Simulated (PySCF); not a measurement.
**Spin-rotation constants: SMILES C(=C=C)(C)/C=C\C(=O)O, C7H8O2**

Geometry:
```
atom   x (Å)   y (Å)   z (Å)
  C1  -3.009  -1.610  -0.070
  C2  -1.907  -0.943  -0.147
  C3  -0.795  -0.241  -0.193
  C4  -0.858   1.242  -0.415
  C5   0.461  -0.955  -0.085
  C6   1.710  -0.511   0.141
  C7   2.188   0.816   0.528
  O8   1.586   1.700   1.089
  O9   3.505   0.938   0.251
 H10  -3.509  -1.782   0.871
 H11  -3.485  -2.029  -0.943
 H12  -0.466   1.772   0.449
 H13  -1.885   1.552  -0.594
 H14  -0.248   1.510  -1.277
 H15   0.359  -2.023  -0.246
 H16   2.521  -1.224   0.076
 H17   3.825   1.800   0.555
```

Computed with GIAO B3LYP/pcSseg-1 magnetisability, rotational g tensor and spin-rotation constants, non-relativistic, gas phase (PySCF). Geometry: GFN2-xTB.

(1) Give the nuclear spin-rotation constants along the inertial axes (H = +C I·J) beside the isotropic shieldings.

Results:

(1) Rotational constants 4.4824, 0.8047, 0.7177 GHz. A star marks the isotopologue with that one atom substituted, in its own axes.
| atom | isotope | Caa (kHz) | Cbb (kHz) | Ccc (kHz) | mean (kHz) | σ (ppm) |
| --- | --- | --- | --- | --- | --- | --- |
| H10 | 1H | -0.338 | -0.089 | 0.031 | -0.132 | 26.8 |
| H11 | 1H | -0.101 | -0.082 | -0.013 | -0.065 | 26.8 |
| H12 | 1H | -0.210 | -0.048 | -0.028 | -0.096 | 27.8 |
| H13 | 1H | -0.139 | -0.034 | -0.083 | -0.085 | 30.0 |
| H14 | 1H | -0.341 | -0.087 | -0.007 | -0.145 | 30.3 |
| H15 | 1H | -0.243 | 0.051 | -0.083 | -0.091 | 25.0 |
| H16 | 1H | -0.338 | 0.055 | -0.083 | -0.122 | 26.0 |
| H17 | 1H | -0.042 | -0.021 | -0.094 | -0.052 | 25.9 |
| C1 | 13C* | 0.979 | 0.114 | 0.245 | 0.446 | 107.0 |
| C2 | 13C* | 2.153 | 0.366 | 0.356 | 0.958 | -51.8 |
| C3 | 13C* | 1.420 | 0.322 | 0.109 | 0.617 | 71.9 |
| C4 | 13C* | 0.677 | 0.123 | 0.112 | 0.304 | 161.1 |
| C5 | 13C* | 1.758 | 0.417 | 0.115 | 0.763 | 27.7 |
| C6 | 13C* | 1.397 | 0.356 | 0.119 | 0.624 | 60.6 |
| C7 | 13C* | 2.406 | 0.264 | 0.199 | 0.956 | 10.1 |
| O8 | 17O* | -2.245 | -0.417 | -0.164 | -0.942 | -111.6 |
| O9 | 17O* | -0.764 | -0.246 | -0.161 | -0.390 | 109.7 |

For the geometry as given, no vibrational averaging.
